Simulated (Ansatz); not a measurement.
Basis sets compared for In₃As₃H₁₂, a cluster cut from wurtzite InAs (hydrogen-capped). The state is a singlet with charge 0. Geometry r2SCAN-D4/def2-SVP. Ansatz on 2 threads of AMD EPYC 7R13 on a shared host and a share (18 GiB) of an NVIDIA H100 80GB HBM3; times are rough, and most runs start from earlier orbitals.

| atom | x (Å) | y (Å) | z (Å) |
| --- | --- | --- | --- |
| As1 | 1.185 | -1.080 | -1.678 |
| In2 | 2.851 | -0.425 | 0.368 |
| As3 | 0.851 | -0.002 | 2.161 |
| In4 | -1.001 | 0.154 | -2.723 |
| As5 | -2.251 | 0.467 | -0.329 |
| In6 | -1.421 | 1.488 | 2.050 |
| H7 | 2.088 | -1.368 | -2.858 |
| H8 | 0.783 | -2.520 | -1.446 |
| H9 | 3.666 | -1.867 | 0.844 |
| H10 | 3.487 | 1.129 | -0.012 |
| H11 | 0.431 | -1.371 | 2.651 |
| H12 | 1.540 | 0.409 | 3.444 |
| H13 | -1.883 | -1.034 | -3.607 |
| H14 | -0.481 | 1.724 | -3.199 |
| H15 | -2.891 | -0.868 | -0.013 |
| H16 | -3.549 | 1.181 | -0.642 |
| H17 | -0.917 | 3.101 | 1.727 |
| H18 | -2.487 | 0.883 | 3.262 |

In the def2 sets In takes a core potential; there is no spin–orbit coupling.

Binding counts from free atoms (As quartet, In doublet, H doublet) in the same basis, without a counterpoise term.

```csv
level,functions,energy (Eh),HOMO (eV),LUMO (eV),binding per atom (eV),wall time
PBE-D4/def2-SVP,234,-7283.3999,-6.27,-1.63,2.26,6.5 s
PBE0-D4/def2-SVP,234,-7283.6180,-7.29,-0.92,2.26,14 s
```

(1) Estimate the rows for PBE-D4/def2-TZVP (with forces), PBE0-D4/def2-TZVP.

Answers

(1) 
| level | functions | energy (Eh) | HOMO (eV) | LUMO (eV) | binding per atom (eV) | wall time |
| --- | --- | --- | --- | --- | --- | --- |
| PBE-D4/def2-TZVP (with forces) | 366 | -7284.2628 | -6.33 | -1.75 | 2.27 | 11 s |
| PBE0-D4/def2-TZVP | 366 | -7284.4736 | -7.33 | -1.01 | 2.27 | 8 s |
